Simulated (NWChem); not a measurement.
AlH2O2, doublet; SMILES [OH][Al][OH]

```xyz
5

Al     0.0000     0.0000    -0.5171
O     -1.5390     0.0000     0.2662
H     -1.6545     0.0000     1.2319
O      1.5390     0.0000     0.2662
H      1.6545     0.0000     1.2319
```
Atoms are numbered in this order, from 1.

All runs: NWChem. Spin-unrestricted. Medium grid unless said otherwise, to which SCAN and Minnesota functionals are sensitive. In the optimisation the excess spin sits in a1 (C2v, its own frame). All runs use the structure optimised with PBE-D3(BJ)/def2-SVP, spin-unrestricted. The spin multiplicity was typed, not searched, and may not be the lowest. No stability test was run on the SCF state.

For level BHandHLYP/def2-SVP:

* **lowest empty minus highest occupied level, either spin (eV)**: 5.14

Problem. Estimate the same quantities for level M06-2X/def2-SVP.

Solution. The lowest empty minus highest occupied level, either spin (eV) is 1.51.
